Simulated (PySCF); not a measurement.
A GIAO shielding run with PySCF 2.14.0 with density-fitted response routines (density fitting, non-relativistic, gas phase) on `InChI=1S/C4H13BO2Si/c5-7-3-1-2-4(7)6-8/h4H,1-3H2,5,8H3/t4-/m0/s1`:

```
$ OMP_NUM_THREADS=1 python probes_run.py task.json out

{"job": {"kind": "nmr", "xc": "KT2", "basis": "pcSseg-1", "pop": false}, "charge": 0, "multiplicity": 1}
B     -0.342576     0.994767    -1.891027
O     -0.391165     0.051142    -0.582293
C     -1.587056    -0.696258    -0.293821
C     -1.461312    -1.022916     1.180542
C     -0.739658     0.211599     1.711071
C      0.284917     0.484625     0.627527
O      1.412699    -0.267435     0.813516
Si     2.762030    -0.284112    -0.207904
H     -0.764852     0.280900    -2.785494
H     -1.061057     1.952735    -1.622637
H      0.843417     1.277005    -1.994267
H     -1.609165    -1.563706    -0.965664
H     -2.448152    -0.045016    -0.514415
H     -2.437548    -1.197322     1.652677
H     -0.837415    -1.917023     1.327547
H     -1.430816     1.065793     1.780100
H     -0.250234     0.069308     2.682645
H      0.514623     1.550661     0.466920
H      3.796798    -1.007009     0.580466
H      2.474597    -1.019121    -1.468851
H      3.197859     1.114388    -0.485496
```

Hardware: 1 thread of an Intel Xeon 6975P-C, shared host. The job also computes ring-centre shieldings.

Question: How large is the calculation?

Answer: 72 electrons, 208 basis functions and 1097 auxiliary functions.

Question: How long does it take, and how much memory does it need?

Answer: 41 s of wall time, with 16 SCF cycles; peak memory 0.85 GiB. Times on a shared host scatter by some tens of per cent.

Question: And these other runs on the same molecule and hardware: GIAO shielding at PBE0/pcSseg-1?

Answer: PBE0/pcSseg-1: 208 functions, 32 s.
